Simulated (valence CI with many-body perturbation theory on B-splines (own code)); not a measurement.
Eu⁵⁶⁺: E2, E3, M1, M2 decay

Calculated by valence CI with perturbative core correlation (CI+MBPT): five valence electrons over a frozen Dirac-Fock core [He], radial functions for each j: 11 s, 11 p, 10 d, 8 f, 5 g, 2 h, with the one-electron correlation potential Σ1 (screened to all orders), the two-electron term Σ2, the three-electron term Σ3, Breit, model QED; selected single and double excitations, second order for the rest, scaled by the run's own slope (own B-spline code, finite nucleus).

No measured spectrum was set against this ion. As an estimate, large intervals hold to a few tenths of a per cent, small ones and those within an open d or f shell to about a per cent. Among the levels kept, up to 7300 cm⁻¹ of a level comes from second order outside the variational space, and about a tenth of that is noise between levels of different J, which matters for small intervals.

Lines 1 to 50 of 95 in falling wavelength, among levels below 8635.2 eV, chosen from the decays that carry over 1 % of a level's rate. Wavelengths and rates use the calculated energies. Electric multipoles are in the length gauge, E1 and E2 with the static RPA response of the core. S is in atomic units (e²a₀⁴ for E2 and M2, e²a₀⁶ for E3), for M1 in squared Bohr magnetons. Weak lines are less certain than strong ones. Lines between different terms over intervals too small for the method are left out, as are lines whose strength nearly cancels.

Levels are named by their leading jj configuration (3d3/2^4 stands for four electrons in 3d with j = 3/2), which in mixed levels can hold well under half, so a name can repeat and another be missing. Letters in brackets count levels of one name in rising energy.

```
λ vac (Å)                               Upper                               Lower  Type   A (s⁻¹)  S (a.u.)
    18.86          (2s^2 2p1/2 2p3/2^2) J=3/2          (2s^2 2p1/2^2 2p3/2) J=3/2    M1  2.76e+09  2.74e+00
    18.81                (2s^2 2p3/2^3) J=3/2          (2s^2 2p1/2 2p3/2^2) J=1/2    M1  6.80e+08  6.71e-01
    18.25          (2s^2 2p1/2 2p3/2^2) J=5/2          (2s^2 2p1/2^2 2p3/2) J=3/2    M1  4.63e+08  6.25e-01
    18.25          (2s^2 2p1/2 2p3/2^2) J=5/2          (2s^2 2p1/2^2 2p3/2) J=3/2    E2  8.40e+06  9.10e-05
    18.12          (2s^2 2p3/2^2 3d5/2) J=9/2      (2s^2 2p1/2 2p3/2 3d5/2) J=9/2    M1  1.23e+09  2.72e+00
    17.73                (2s^2 2p3/2^3) J=3/2          (2s^2 2p1/2 2p3/2^2) J=5/2    M1  8.01e+08  6.63e-01
    17.63          (2s^2 2p3/2^2 3d5/2) J=9/2  (2s^2 2p1/2 2p3/2 3d5/2) J=7/2 [a]    M1  1.08e+09  2.20e+00
    17.23          (2s^2 2p1/2 2p3/2^2) J=1/2          (2s^2 2p1/2^2 2p3/2) J=3/2    M1  1.64e+09  6.21e-01
    17.19                (2s^2 2p3/2^3) J=3/2          (2s^2 2p1/2 2p3/2^2) J=3/2    M1  3.23e+09  2.43e+00
    2.142      (2s^2 2p1/2 2p3/2 3d5/2) J=9/2            (2s 2p1/2 2p3/2^3) J=5/2    E2  7.11e+08  2.86e-07
    1.948  (2s^2 2p1/2 2p3/2 3p1/2) J=3/2 [a]          (2s^2 2p1/2 2p3/2^2) J=1/2    E2  1.03e+11  1.03e-05
    1.944      (2s^2 2p1/2 2p3/2 3p1/2) J=5/2          (2s^2 2p1/2 2p3/2^2) J=1/2    E2  1.89e+11  2.82e-05
    1.938      (2s^2 2p1/2 2p3/2 3p1/2) J=1/2          (2s^2 2p1/2 2p3/2^2) J=5/2    E2  2.13e+11  1.04e-05
    1.934  (2s^2 2p1/2 2p3/2 3p1/2) J=3/2 [b]          (2s^2 2p1/2 2p3/2^2) J=1/2    E2  8.35e+10  8.07e-06
    1.934          (2s^2 2p1/2^2 3p1/2) J=1/2          (2s^2 2p1/2^2 2p3/2) J=3/2    E2  1.00e+12  4.85e-05
    1.932      (2s^2 2p1/2 2p3/2 3p1/2) J=5/2          (2s^2 2p1/2 2p3/2^2) J=5/2    E2  5.72e+11  8.25e-05
    1.931          (2s^2 2p3/2^2 3p1/2) J=3/2                (2s^2 2p3/2^3) J=3/2    E2  2.06e+11  1.98e-05
    1.931      (2s^2 2p1/2 2p3/2 3p1/2) J=1/2          (2s^2 2p1/2 2p3/2^2) J=3/2    E2  3.19e+11  1.53e-05
    1.931      (2s^2 2p1/2 2p3/2 3p1/2) J=1/2          (2s^2 2p1/2 2p3/2^2) J=3/2    M1  8.06e+09  4.30e-03
    1.930          (2s^2 2p3/2^2 3p1/2) J=5/2                (2s^2 2p3/2^3) J=3/2    E2  6.92e+11  9.95e-05
    1.929  (2s^2 2p1/2 2p3/2 3p1/2) J=3/2 [a]          (2s^2 2p1/2 2p3/2^2) J=3/2    E2  6.23e+11  5.94e-05
    1.925      (2s^2 2p1/2 2p3/2 3p1/2) J=5/2          (2s^2 2p1/2 2p3/2^2) J=3/2    E2  1.42e+11  2.01e-05
    1.922  (2s^2 2p1/2 2p3/2 3p1/2) J=3/2 [b]          (2s^2 2p1/2 2p3/2^2) J=5/2    E2  5.64e+11  5.28e-05
    1.916          (2s^2 2p3/2^2 3p1/2) J=1/2                (2s^2 2p3/2^3) J=3/2    E2  5.56e+11  2.56e-05
    1.916  (2s^2 2p1/2 2p3/2 3p1/2) J=3/2 [b]          (2s^2 2p1/2 2p3/2^2) J=3/2    E2  3.32e+10  3.06e-06
    1.916          (2s^2 2p3/2^2 3d5/2) J=9/2            (2s 2p1/2 2p3/2^3) J=5/2    E2  2.59e+09  5.96e-07
    1.890      (2s 2p1/2 2p3/2^2 3p3/2) J=9/2            (2s 2p1/2 2p3/2^3) J=5/2    E2  1.66e+11  3.57e-05
    1.887  (2s^2 2p1/2 2p3/2 3p3/2) J=3/2 [a]          (2s^2 2p1/2 2p3/2^2) J=1/2    E2  2.71e+10  2.31e-06
    1.882      (2s 2p1/2^2 2p3/2 3p3/2) J=7/2          (2s 2p1/2^2 2p3/2^2) J=5/2    E2  3.22e+11  5.43e-05
    1.879  (2s 2p1/2^2 2p3/2 3p3/2) J=1/2 [b]          (2s 2p1/2^2 2p3/2^2) J=3/2    E2  5.77e+11  2.41e-05
    1.879  (2s^2 2p1/2 2p3/2 3p3/2) J=5/2 [b]          (2s^2 2p1/2 2p3/2^2) J=1/2    E2  1.99e+11  2.49e-05
    1.878          (2s^2 2p3/2^2 3p3/2) J=5/2                (2s^2 2p3/2^3) J=3/2    E2  1.82e+11  2.27e-05
    1.877  (2s^2 2p1/2 2p3/2 3p3/2) J=5/2 [a]          (2s^2 2p1/2 2p3/2^2) J=5/2    E2  7.63e+10  9.54e-06
    1.877          (2s^2 2p3/2^2 3p3/2) J=7/2                (2s^2 2p3/2^3) J=3/2    E2  1.79e+11  2.97e-05
    1.876  (2s^2 2p1/2 2p3/2 3p3/2) J=3/2 [a]          (2s^2 2p1/2 2p3/2^2) J=5/2    E2  2.24e+11  1.86e-05
    1.874      (2s^2 2p1/2 2p3/2 3p3/2) J=7/2          (2s^2 2p1/2 2p3/2^2) J=5/2    E2  3.47e+11  5.72e-05
    1.873          (2s^2 2p1/2^2 3p3/2) J=3/2          (2s^2 2p1/2^2 2p3/2) J=3/2    E2  5.01e+11  4.12e-05
    1.872  (2s^2 2p1/2 2p3/2 3p3/2) J=1/2 [a]          (2s^2 2p1/2 2p3/2^2) J=3/2    E2  2.49e+11  1.02e-05
    1.871  (2s^2 2p1/2 2p3/2 3p3/2) J=5/2 [a]          (2s^2 2p1/2 2p3/2^2) J=3/2    E2  2.67e+11  3.29e-05
    1.870  (2s^2 2p1/2 2p3/2 3p3/2) J=3/2 [a]          (2s^2 2p1/2 2p3/2^2) J=3/2    E2  1.14e+11  9.32e-06
    1.868      (2s^2 2p1/2 2p3/2 3p3/2) J=7/2          (2s^2 2p1/2 2p3/2^2) J=3/2    E2  3.98e+10  6.47e-06
    1.864      (2s^2 2p3/2^2 3p3/2) J=3/2 [a]                (2s^2 2p3/2^3) J=3/2    E2  5.24e+11  4.21e-05
    1.861  (2s^2 2p1/2 2p3/2 3p3/2) J=1/2 [b]          (2s^2 2p1/2 2p3/2^2) J=5/2    E2  6.13e+11  2.44e-05
    1.854  (2s 2p1/2^2 2p3/2 3p3/2) J=1/2 [b]          (2s 2p1/2^2 2p3/2^2) J=5/2    E2  1.84e+11  7.21e-06
    1.852  (2s 2p1/2 2p3/2^2 3d5/2) J=9/2 [b]            (2s 2p1/2 2p3/2^3) J=5/2    M2  2.89e+10  5.63e-06
    1.845      (2s 2p1/2^2 2p3/2 3d5/2) J=9/2          (2s 2p1/2^2 2p3/2^2) J=5/2    M2  1.94e+10  3.69e-06
    1.845      (2s 2p1/2^2 2p3/2 3d5/2) J=9/2          (2s 2p1/2^2 2p3/2^2) J=5/2    E3  1.12e+09  2.58e-06
    1.840          (2s^2 2p3/2^2 3d5/2) J=7/2                (2s^2 2p3/2^3) J=3/2    M2  3.27e+10  4.93e-06
    1.840          (2s^2 2p3/2^2 3d5/2) J=9/2                (2s^2 2p3/2^3) J=3/2    E3  7.79e+08  1.77e-06
    1.836      (2s^2 2p1/2 2p3/2 3d5/2) J=9/2          (2s^2 2p1/2 2p3/2^2) J=5/2    M2  1.91e+10  3.55e-06
```
